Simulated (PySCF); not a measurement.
Molecule: `F[C@@H]1CCC[C@H](F)O1`, C5H8F2O.

Geometry (Å), atoms numbered from 1 in this order:
```xyz
16

F     1.2618    1.1596    1.4796
C     0.9253    1.2069    0.1440
C    -0.5955    1.2459    0.0254
C    -1.1679   -0.1164    0.4089
C    -0.5303   -1.1800   -0.4817
C     0.9877   -1.1137   -0.3401
F     1.3353   -1.5866    0.9069
O     1.5236    0.1530   -0.5348
H     1.3992    2.1151   -0.2532
H    -0.8536    1.4912   -1.0061
H    -0.9713    2.0299    0.6826
H    -2.2518   -0.1211    0.2913
H    -0.9302   -0.3287    1.4532
H    -0.8586   -2.1796   -0.1974
H    -0.7855   -1.0050   -1.5283
H     1.5041   -1.7616   -1.0618
```

Frames of a GFN2-xTB Langevin trajectory at 400 K; GIAO PBE0/pcSseg-1 shieldings in PySCF 2.14, gas phase, non-relativistic; equivalent atoms averaged within each frame.

Scale: 19F (170.95 ppm) against CFCl3; 13C (186.93 ppm), 1H (31.72 ppm) vs TMS; H2O for 17O (336.08 ppm) (reference shieldings calculated alike). The references are static minima.

Task: How do the shifts (ppm) fluctuate along the trajectory?

Result: 
```
         time (fs)   F1/F7  C2/C6  C3/C5    C4     O8  H9/H16   H13  H11/H14  H10/H15   H12
               250  -135.2  108.3   28.6  11.9  136.3    6.52  3.91     1.78     1.31  0.92
               425  -111.6  117.1   30.4  20.9  155.7    7.09  2.71     1.64     1.30  2.90
               625  -142.2  113.1   39.2  25.4  159.5    5.98  4.50     2.13     2.81  3.74
               800  -139.6  109.7   32.5  12.3  138.5    5.57  2.19     2.69     1.71  0.74
              1000  -140.1  107.1   34.6   9.7  138.0    5.41  2.75     2.54     1.16  0.48
    mean of frames  -133.7  111.1   33.0  16.0  145.6    6.12  3.21     2.16     1.66  1.75
standard deviation    12.6    4.1    4.1   6.8   11.1    0.70  0.96     0.46     0.68  1.47
```

5 frames give an uncertainty of the mean of about the standard deviation over 2.2 at best, since frames this close in time may not be independent; classical motion lacks zero-point vibration, and the reference would need the same averaging.
